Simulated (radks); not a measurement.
Sm4+, 58 electrons, occupied as [Xe] 4f4 (the NIST ground configuration).

Calculated with a radial shooting solver on a logarithmic mesh with Libxc functionals: scalar-relativistic Kohn-Sham, PBEsol, spin-polarised, spherical densities, finite nucleus; open shells are filled with parallel spins first (spin-orbit coupling, left out, can overturn this in heavy ions); Fermi nuclear charge, rms radius 5.0819 fm.

Energy parts (Ry):
| part | energy |
|---|---|
| total | -20839.8532 |
| kinetic | 22273.0843 |
| electron-nucleus | -50520.5440 |
| Hartree | 7867.3543 |
| exchange-correlation | -459.7477 |

Orbitals (lengths in bohr, moments of r in powers of bohr; <r^-3> diverges for s and p1/2; r(max) is where P^2 peaks):
| orbital | occ. | eigenvalue (Ry) | r(max) | <r^2> | <r^-3> | <r^4> |
|---|---|---|---|---|---|---|
| 1s down | 1 | -3432.648 | 0.01450 | 0.0007053 | - | 1.319e-06 |
| 1s up | 1 | -3432.648 | 0.01450 | 0.0007053 | - | 1.319e-06 |
| 2s up | 1 | -564.2068 | 0.08218 | 0.01112 | - | 0.0002124 |
| 2s down | 1 | -564.2042 | 0.08218 | 0.01112 | - | 0.0002123 |
| 2p up | 3 | -503.8103 | 0.06636 | 0.008922 | 10160 | 0.0001574 |
| 2p down | 3 | -503.8085 | 0.06636 | 0.008922 | 10160 | 0.0001574 |
| 3s up | 1 | -126.7854 | 0.2338 | 0.07438 | - | 0.008354 |
| 3s down | 1 | -126.6727 | 0.2337 | 0.07430 | - | 0.008333 |
| 3p up | 3 | -107.9017 | 0.2292 | 0.07447 | 2098 | 0.008737 |
| 3p down | 3 | -107.7897 | 0.2291 | 0.07437 | 2101 | 0.008711 |
| 3d up | 5 | -82.28853 | 0.1878 | 0.06286 | 284.8 | 0.007056 |
| 3d down | 5 | -82.20180 | 0.1877 | 0.06274 | 285.3 | 0.007024 |
| 4s up | 1 | -28.38227 | 0.5388 | 0.3761 | - | 0.2052 |
| 4s down | 1 | -28.11456 | 0.5386 | 0.3761 | - | 0.2053 |
| 4p up | 3 | -22.14740 | 0.5619 | 0.4233 | 468.7 | 0.2670 |
| 4p down | 3 | -21.88131 | 0.5617 | 0.4235 | 468.2 | 0.2675 |
| 4d up | 5 | -13.38902 | 0.5851 | 0.5092 | 53.35 | 0.4180 |
| 4d down | 5 | -13.12609 | 0.5848 | 0.5106 | 53.22 | 0.4218 |
| 5s up | 1 | -6.46301 | 1.224 | 2.000 | - | 5.753 |
| 5s down | 1 | -6.32961 | 1.233 | 2.039 | - | 5.987 |
| 5p up | 3 | -4.81765 | 1.364 | 2.573 | 76.75 | 9.721 |
| 5p down | 3 | -4.71753 | 1.377 | 2.633 | 73.72 | 10.19 |
| 4f up | 4 | -3.91593 | 0.5941 | 0.8810 | 7.452 | 1.743 |
| 4f down | 0 | -3.67604 | 0.5957 | 0.9234 | 7.300 | 1.967 |

The highest occupied level is 4f up at -53.279 eV. The electron density at the nucleus is 5.561e+05 e/bohr^3 (large components only).
